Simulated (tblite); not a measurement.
Compound: C2H8AsOSi2 (doublet state).
Numbering: `[CH2:1]=[CH:2][Si:3]([AsH2:4])[O:5][SiH3:6]` (hydrogens: H7, H8 on C1; H9 on C2; H10, H11 on As4; H12, H13, H14 on Si6)
Bond orders are those of one Lewis drawing.

Computed with GFN2-xTB (tblite), gas phase: L-BFGS steps from a force-field or distance-geometry start until the largest atomic force falls under 0.01 eV/Å.

Step 2: E = -495.6933 eV
```
atom  x, y, z in Å  |  force x, y, z in eV/Å
C1      2.5802   -0.1910    0.6478   -0.484   0.563   0.810
C2      2.0353   -0.6652   -0.4383   -1.509  -0.341  -0.486
Si3     0.1500   -0.4240   -0.7911    1.094   0.439  -0.979
As4    -0.1270    1.9179   -0.6649    1.696   0.870  -0.701
O5     -0.7774   -1.3328    0.2133    1.224  -0.613   0.295
Si6    -2.2796   -0.8703    0.2161   -2.592   0.801  -0.162
H7      3.6064   -0.3558    0.8209    0.950   0.134   0.459
H8      1.9975    0.3581    1.3979    0.367  -0.263  -0.282
H9      2.6319   -1.1899   -1.1534    0.197  -0.208  -0.229
H10    -0.2769    2.4576    0.7808   -0.984  -0.368  -0.438
H11    -1.3220    2.3847   -1.5332   -0.130  -0.470   1.065
H12    -2.6433   -0.4571   -1.1875    0.062  -0.059   0.528
H13    -2.3789    0.2993    1.1156   -0.030  -0.202  -0.115
H14    -3.1971   -1.9319    0.5539    0.138  -0.282   0.233
```

Step 3: E = -496.0196 eV
```
atom  x, y, z in Å  |  force x, y, z in eV/Å
C1      2.5825   -0.1890    0.6467   -0.116   0.266   0.554
C2      2.0234   -0.6749   -0.4301   -1.159  -0.395  -0.582
Si3     0.1389   -0.4379   -0.8184    1.343   0.763  -0.859
As4    -0.0427    1.9616   -0.6941    0.815   0.654  -0.435
O5     -0.7873   -1.3135    0.2038    0.978  -0.607   0.350
Si6    -2.3040   -0.8743    0.2258   -1.928   0.955  -0.422
H7      3.6171   -0.3454    0.8397    0.576   0.138   0.244
H8      2.0100    0.3499    1.3897    0.075  -0.017   0.050
H9      2.6310   -1.1894   -1.1528    0.076  -0.161  -0.107
H10    -0.3208    2.4475    0.7678   -0.670  -0.454  -0.634
H11    -1.3361    2.3680   -1.4917    0.253  -0.465   0.976
H12    -2.6424   -0.4554   -1.1796   -0.028  -0.068   0.503
H13    -2.3806    0.2907    1.1098   -0.086  -0.029   0.042
H14    -3.1898   -1.9382    0.5614   -0.129  -0.581   0.321
```

Step 4: E = -496.3466 eV
```
atom  x, y, z in Å  |  force x, y, z in eV/Å
C1      2.5908   -0.1893    0.6445   -0.221  -0.219  -0.146
C2      1.9948   -0.6971   -0.4240    0.097  -0.115   0.001
Si3     0.1451   -0.4428   -0.8755    0.803   0.677  -0.089
As4     0.0937    2.0408   -0.7443   -0.711   0.263   0.140
O5     -0.7937   -1.2900    0.1942    0.047   0.151  -0.137
Si6    -2.3611   -0.8633    0.2306    0.055   0.318  -0.529
H7      3.6365   -0.3258    0.8707    0.069   0.070  -0.124
H8      2.0260    0.3411    1.3841   -0.181   0.177   0.301
H9      2.6282   -1.1904   -1.1510   -0.095  -0.160   0.000
H10    -0.3987    2.4217    0.7318   -0.018  -0.506  -0.919
H11    -1.3480    2.3328   -1.4087    0.843  -0.362   0.665
H12    -2.6431   -0.4538   -1.1592   -0.244   0.016   0.155
H13    -2.3859    0.2794    1.1039   -0.189   0.345   0.351
H14    -3.1851   -1.9639    0.5808   -0.253  -0.656   0.330
```

Step 5: E = -496.4240 eV
```
atom  x, y, z in Å  |  force x, y, z in eV/Å
C1      2.5870   -0.1914    0.6438   -0.017  -0.185  -0.031
C2      1.9914   -0.7011   -0.4243    0.305  -0.106   0.043
Si3     0.1592   -0.4326   -0.8827    0.394   0.533   0.087
As4     0.0966    2.0524   -0.7473   -0.624   0.196   0.139
O5     -0.7915   -1.2867    0.1917   -0.082   0.386  -0.332
Si6    -2.3691   -0.8566    0.2230    0.247  -0.031  -0.161
H7      3.6408   -0.3230    0.8720   -0.167   0.073  -0.182
H8      2.0253    0.3425    1.3875   -0.149   0.124   0.216
H9      2.6269   -1.1933   -1.1513   -0.100  -0.155   0.020
H10    -0.4067    2.4115    0.7146   -0.004  -0.480  -0.823
H11    -1.3366    2.3239   -1.3906    0.742  -0.329   0.572
H12    -2.6467   -0.4535   -1.1545   -0.290   0.077  -0.055
H13    -2.3892    0.2834    1.1085   -0.197   0.260   0.277
H14    -3.1882   -1.9759    0.5876   -0.056  -0.362   0.230
```

Task: Estimate the geometry and energy of step 6. (The exact step hangs on the optimiser's Hessian estimate; all steps are aligned on step 5, rigid shifts and turns removed.)

Result: E = -496.5696 eV, largest force 0.922 eV/Å
```
atom  x, y, z in Å  |  force x, y, z in eV/Å
C1      2.5813   -0.1988    0.6456    0.131  -0.029   0.160
C2      1.9913   -0.7144   -0.4238    0.540   0.017   0.257
Si3     0.1947   -0.3988   -0.8980   -0.364   0.322   0.298
As4     0.1001    2.0883   -0.7547   -0.087  -0.057   0.071
O5     -0.7898   -1.2641    0.1734   -0.196   0.684  -0.586
Si6    -2.3842   -0.8479    0.2090    0.452  -0.448   0.603
H7      3.6446   -0.3136    0.8719   -0.374   0.030  -0.205
H8      2.0225    0.3464    1.3976   -0.030  -0.054  -0.053
H9      2.6216   -1.2041   -1.1514    0.012  -0.205  -0.012
H10    -0.4307    2.3749    0.6539   -0.011  -0.372  -0.350
H11    -1.2951    2.2933   -1.3304    0.211  -0.210   0.182
H12    -2.6630   -0.4497   -1.1474   -0.375   0.174  -0.407
H13    -2.4022    0.2963    1.1239   -0.210  -0.048   0.023
H14    -3.1917   -2.0082    0.6083    0.303   0.196   0.019
```

The energy changes by -0.1456 eV. The first-order estimate −F·Δx gives -0.2299 eV and the mean of the old and new forces, exact on a quadratic surface, -0.1439 eV. The step makes an angle of 35° with the force vector and moves no atom by more than 0.079 Å.

The cost below is that of the whole relaxation. Hardware: an Arm Neoverse V1 with one thread, no GPU, shared host. Cost: 1.7 s.
